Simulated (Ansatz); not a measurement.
`C=C[SiH](C)O` and `C[SiH](O)Br` differ in one atom or group.

Ansatz, PBE0-D4/def2-TZVP geometries, multiplicity 1. Each molecule was computed in one conformer, which needn't be the lowest.

Scalar relativity is left out up to krypton.

```tsv
property	`C=C[SiH](C)O`
LUMO energy (B3LYP/def2-TZVPP) / eV	-0.61
size of the dipole moment (PBE/def2-TZVPP) / D	1.79
size of the dipole moment (B3LYP/def2-TZVPP) / D	1.82
LUMO energy (PBE0/def2-TZVPP) / eV	-0.39
HOMO–LUMO gap (ωB97M-V/def2-TZVPP) / eV	11.73
HOMO energy (B3LYP/def2-TZVPP) / eV	-7.60
```

(1) What does the change do to each property? (Estimate.)

Answers

(1) Computed: 
```json
{"property": "LUMO energy (B3LYP/def2-TZVPP) / eV", "`C[SiH](O)Br`": "0.21", "shift": "0.82"}
{"property": "size of the dipole moment (PBE/def2-TZVPP) / D", "`C[SiH](O)Br`": "1.97", "shift": "0.18"}
{"property": "size of the dipole moment (B3LYP/def2-TZVPP) / D", "`C[SiH](O)Br`": "1.98", "shift": "0.16"}
{"property": "LUMO energy (PBE0/def2-TZVPP) / eV", "`C[SiH](O)Br`": "0.52", "shift": "0.91"}
{"property": "HOMO–LUMO gap (ωB97M-V/def2-TZVPP) / eV", "`C[SiH](O)Br`": "12.51", "shift": "0.78"}
{"property": "HOMO energy (B3LYP/def2-TZVPP) / eV", "`C[SiH](O)Br`": "-7.98", "shift": "-0.38"}
```

With PBE0 the HOMO falls by 0.40 eV and the LUMO rises by 0.91 eV, so the gap widens by about 1.31 eV. PBE moves the HOMO by -0.27 eV and ωB97M-V by -0.38 eV. The zero-point energy changes by -108.1 kJ/mol with -12 modes. Dipoles are sizes alone; their direction can turn.

B3LYP here is the variant with VWN-RPA as its local correlation; programs differ in this.

Spin–orbit coupling is left out; it splits and shifts lone-pair levels of the heavy atoms by tenths of an eV.
